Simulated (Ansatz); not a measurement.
Basis-set extrapolation for H₉NOSi₃ (`[SiH3]N[SiH2]O[SiH3]`) (PBE0-D4/def2-TZVP geometry, frozen core, Ansatz). Multiplicity 1, RHF reference.

```json
{"": "HF", "def2-TZVPP": "-1001.599078", "def2-QZVPP": "-1001.634477"}
{"": "MP2 correlation", "def2-TZVPP": "-0.821525", "def2-QZVPP": "-0.884063"}
{"": "CCSD(T) correlation", "def2-TZVPP": "-0.914512", "def2-QZVPP": "not run"}
```

Energies in hartree. Use E(X) = E(∞) + A·exp(−7.88·√X) for Hartree–Fock and E(X) = E(∞) + B·X^(−2.97) for correlation, with X = 3 and 4, and add CCSD(T) minus MP2 of the smaller set to the MP2 limit.

**Question.** What is the CCSD(T) energy at the basis-set limit?

**Answer.** HF limit: -1001.634477 + (-0.035399) × 0.13774 = -1001.63935. MP2 limit: -0.884063 + (-0.062538) × 0.74074 = -0.93039. Higher-order term: -0.914512 − (-0.821525) = -0.09299. Total: -1002.66273 hartree, 93.6 kcal/mol below CCSD(T)/def2-TZVPP.
